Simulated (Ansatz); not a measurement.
System: NCO, charge 0, doublet. NCO (SMILES [N]=C=O, doublet).
B3LYP-D3(BJ)/def2-TZVP minimum from Ansatz (a first-principles code):
```xyz
3

N      0.0000     0.0000    -1.2622
C      0.0000     0.0000    -0.0406
O      0.0000     0.0000     1.1348
```
Charge 0, spin multiplicity 2.

Total energies in aug-cc-pVDZ, 15 correlated electrons, 3 frozen orbitals. Radicals and triplets start from unrestricted determinants; spin-orbit coupling is neglected. Cores are frozen in correlated methods. No relativity. The UHF reference of CNO ([N]=C=O, doublet) is spin-contaminated (<S^2> up to 0.10 over the pure value in the sets run).

| method | program | energy (Eh) | minus CCSDT(Q) (mEh) |
|---|---|---|---|
| HF | Ansatz | -167.15417 | 476.57 |
| MP2 | Ansatz | -167.58925 | 41.49 |
| CCSD | Ansatz | -167.60807 | 22.68 |
| CCSD(T) | Ansatz | -167.62745 | 3.29 |
| CCSDT(Q) | Ansatz | -167.63074 | 0.00 |

Rough core times of Ansatz's runs on a shared machine: CCSD(T) under 20 s, CCSDT(Q) 4 min.
